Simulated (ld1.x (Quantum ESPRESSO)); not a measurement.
## Wu–Cohen TM dataset for Ca, scalar-relativistic all-electron reference.

```
Element                 : calcium (Ca)
Generator               : ld1.x (Quantum ESPRESSO) 7.5
Type                    : norm-conserving Troullier–Martins (Kleinman–Bylander form)
Functional              : Wu–Cohen
Relativity              : scalar-relativistic
Frozen core             : [Ne]
Valence charge          : 10
Reference configuration : 3s2 3p6 3d0.5 4s1.5 4p0
Partial waves           : 3p (bound): rc 1.70 bohr; 3d (bound): rc 2.30 bohr; 3s (bound): rc 1.75 bohr
Local potential         : the s channel
Core correction         : none
```

Occupied shells without a wave of their own: 4s. They enter only through the test configuration that unscreens the potential.

All-electron outer shells of the reference configuration (Wu–Cohen, scalar-relativistic, ld1.x):

```
shell  level (eV)  outermost node (bohr)  outermost maximum (bohr)
   2s     -412.34                   0.10                      0.30
   2p     -333.10                      –                      0.25
   3s      -45.49                   0.45                      0.99
   3p      -26.57                   0.42                      1.06
   4s       -3.43                   1.44                      3.51
   4p       -1.22                   1.65                      4.56
   3d       -1.10                      –                      1.34
```

What the tests gave:

```
Cutoffs needed           : 35 Ry and 60 Ry (the cutoffs (Ry, on a coarse ladder) from which the occupation-weighted sum of valence levels, in a spherical-Bessel basis at the reference potential, stays within 10 and 1 mRy of its value at 400 Ry)
Ghost test               : no extra level below or beside the all-electron valence levels (p, d, s, f tested) (spherical-Bessel basis up to 400 Ry, 20 bohr box)
Largest excitation error : -871 meV (all-electron minus pseudo) for 3s2 3p6 3d0 4s0 4p0, out of 7 test configurations
```

Generation and tests took about 1.8 s on one core of a shared server CPU.
